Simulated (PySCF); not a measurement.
**Sb⁺: excitation energy**

Sb⁺ [Kr] 4d10 5s2 5p2 (3P) → Sb⁺ [Kr] 4d10 5s1 5p2 5d1 (high-spin determinant), as a difference of total energies. Computed with PySCF 2.14 in aug-cc-pVQZ-PP with ECP28MDF (7s7p5d3f2g, 92 functions), with a scalar-relativistic core potential. Correlated levels: valence: 4s2 4p6 4d10 frozen. The calculations carry no spin-orbit coupling.

```tsv
method	excitation energy (eV)
UHF	14.448
MP2 (valence)	15.303
SCS-MP2 (valence)	15.718
CCSD (valence)	15.171
CCSD(T) (valence)	15.112
```

**Question.** How much does correlation contribute at CCSD(T) (valence)?

**Answer.** 15.112 − (14.448) = 0.664 eV, measured against UHF.

The promoted electron is Rydberg-like, and one or two diffuse shells describe it only roughly, which tends to raise the upper state.

The coupled-cluster amplitudes are large for the upper state (T1 above 0.03 or a double amplitude above 0.15), so a single reference is strained.

The determinant of the upper state mixes LS terms, which raises its energy above the lowest term, most at the Hartree-Fock and MP2 levels.
